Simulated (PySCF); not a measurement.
**Radial density of Rh (rhodium, neutral)**

wB97X, [Kr] 4d7 5s1 6s1, high-spin 6F determinant (an excited configuration). All numbers are calculated (PySCF 2.14, the spin-free X2C one-electron Hamiltonian (Gaussian nucleus), in x2c-TZVPPall with one added diffuse shell each of s, p, d, f type (9s7p7d3f1g, 95 functions)).

```tsv
r (bohr)	4πr²ρ (e/bohr)	4πr²(ρα − ρβ)
0.0349	51.64	0.0005
0.0586	52.89	0.0151
0.0986	71.91	0.1159
0.166	50.86	0.4011
0.279	55.37	0.5452
0.469	32.44	-0.0009
0.790	14.89	1.5682
1.33	10.29	2.2404
2.23	2.205	1.0631
3.76	0.3066	0.2415
6.32	0.1521	0.1521
10.6	0.08672	0.0867
17.9	0.0002388	0.0002
```

Densities and radii are taken from the X2C orbitals without a picture-change correction, which distorts them close to the nucleus.

The outer electron is Rydberg-like, and this basis confines it to a smaller radius and binds it less than a complete one would.
